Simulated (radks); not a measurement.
Q: All-electron atom: Ag II in [Kr] 4d10. Method: Dirac Kohn-Sham, PBEsol, spin-unpolarised, spherical densities, finite nucleus; Fermi nuclear charge, rms radius 4.5454 fm; computed with a radial shooting solver on a logarithmic mesh with Libxc functionals. Some entries of the table are withheld. Estimate them.

orbital  occ.  eigenvalue (hartree)  <r> (bohr)  <r^2> (bohr^2)
1s1/2       2             -930.0651     0.03112        0.001309
2s1/2       2             -137.1658         (1)             (2)
2p1/2       2             -127.5121      0.1141         0.01600
2p3/2       4             -121.0745      0.1192         0.01733
3s1/2       2                   (3)      0.3686          0.1555
3p1/2       2             -21.54072      0.3602          0.1509
3p3/2       4             -20.40461      0.3711          0.1600
3d3/2       4             -13.59662      0.3439          0.1410
3d5/2       6             -13.36775      0.3474          0.1438
4s1/2       2              -3.78960      0.9125          0.9447
4p1/2       2              -2.58155         (4)           1.103
4p3/2       4              -2.39424         (5)           1.176
4d3/2       4              -0.58748         (6)           2.310
4d5/2       6              -0.56661         (7)           2.388

A: 
(1) 2s1/2 <r> (bohr): 0.1346
(2) 2s1/2 <r^2> (bohr^2): 0.02142
(3) 3s1/2 eigenvalue (hartree): -25.38193
(4) 4p1/2 <r> (bohr): 0.9802
(5) 4p3/2 <r> (bohr): 1.012
(6) 4d3/2 <r> (bohr): 1.374
(7) 4d5/2 <r> (bohr): 1.396
